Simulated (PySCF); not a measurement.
Relaxation of singlet [SeI3]+

Method: PBE0 in PySCF with Se def2-SVP, I def2-SVP with ECP28; scalar-relativistic core potentials, no spin–orbit coupling; density-fitted integrals. A (50,194) grid was used.

A hand-made trigonal pyramidal start, of C3v symmetry, held to at least that symmetry:

```xyz
4
charge 1 multiplicity 1, angstrom
Se    0.0000    0.0000   -0.9468
I     2.1546    0.0000    0.1988
I    -1.0773    1.8659    0.1988
I    -1.0773   -1.8659    0.1988
```

What does it relax to?

It ends at C3v with Se–I 2.521 Å (×3); I–Se–I 105.1° (×3) (after a last refinement on a finer grid). A frequency run shows a minimum. Other isomers or separated fragments may lie lower.

How much energy is released, and in how many steps?

25.6 kJ/mol in 5 steps.

The relaxation took about 4 core-minutes on a shared host.
